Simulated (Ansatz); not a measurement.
```yaml
crystal:
  periodic: [false, false, false]
  atoms:
    - {symbol: F, position_ang: [1.422861, -1.110017, 0.923827]}
    - {symbol: C, position_ang: [1.353765, -0.247920, -0.127787]}
    - {symbol: F, position_ang: [1.505683, 0.995849, 0.416484]}
    - {symbol: O, position_ang: [0.198520, -0.357732, -0.779781]}
    - {symbol: Ge, position_ang: [-1.362382, 0.190655, -0.027399]}
    - {symbol: H, position_ang: [2.201608, -0.442725, -0.789419]}
    - {symbol: H, position_ang: [-2.394118, -0.576165, -0.854873]}
    - {symbol: H, position_ang: [-1.465666, 1.705193, -0.229427]}
    - {symbol: H, position_ang: [-1.371871, -0.203536, 1.451475]}
basis:
  gaussian: {orbitals: aug-cc-pVDZ, fitting: {mean_field: def2-universal-jkfit}}
hamiltonian: {xc: {name: B2GP-PLYP}}
output: {forces: true}
```

```sh
$ ansatz run in.yaml --threads 4 --pin off --events-out ev --progress --plain --max-ram 10444MiB
```

Shortened log:

```
Functional definition: B2GP-PLYP
644 factors; integrals over basis functions are off by at most 3.5e-1 eV
mean field evaluation 1: about -65065.5460 eV, gradient 4.4e1 eV
mean field evaluation 2: about -65065.5463 eV, gradient 4.4e1 eV
mean field evaluation 4: about -65068.7820 eV, gradient 3.4e0 eV
mean field evaluation 8: about -65068.8067 eV, gradient 6.1e-2 eV
mean field evaluation 16: about -65068.8067 eV, gradient 3.8e-6 eV
mean field -65068.80671619 eV, -2391.2345415989 hartree, gradient 4.4e-6 eV, S^2 0.000000; 0 other end points of the search recorded, 0 dependent functions left out
13 core orbitals not correlated: weight in the atoms' cores, before any rotation towards them, 1.000 or more for the frozen orbitals, at most 0.000 for the correlated occupied ones
reference -65068.80685590 eV, -2391.2345467330 hartree; 21, 21 occupied and 130, 130 virtual orbitals, 644 factors
second order -27.32188220 eV of doubles, -0.00000000 eV of singles
Total energy: -65078.64273349 eV, -2391.5960085675 hartree
Atom 0 at     1.422861    -1.110017     0.923827 Å, force     0.044679    -0.420196     0.547826 eV/Å
Atom 1 at     1.353765    -0.247920    -0.127787 Å, force     0.306183    -0.154956    -0.569987 eV/Å
Atom 2 at     1.505683     0.995849     0.416484 Å, force     0.075069     0.620058     0.297706 eV/Å
Atom 3 at     0.198520    -0.357732    -0.779781 Å, force    -0.041394    -0.202749    -0.471980 eV/Å
Atom 4 at    -1.362382     0.190655    -0.027399 Å, force    -0.493104     0.175531     0.220469 eV/Å
Atom 5 at     2.201608    -0.442725    -0.789419 Å, force     0.060624    -0.006540    -0.014147 eV/Å
Atom 6 at    -2.394118    -0.576165    -0.854873 Å, force     0.036752     0.026513     0.031372 eV/Å
Atom 7 at    -1.465666     1.705193    -0.229427 Å, force     0.002755    -0.049672     0.009080 eV/Å
Atom 8 at    -1.371871    -0.203536     1.451475 Å, force     0.008436     0.012012    -0.050340 eV/Å
Dipole moment:    -0.308460     0.053538    -0.138043 e Å
```

Hardware: 4 threads of an Arm Neoverse V2 on a shared host. Wall time 7 s, peak host memory 0.49 GiB.
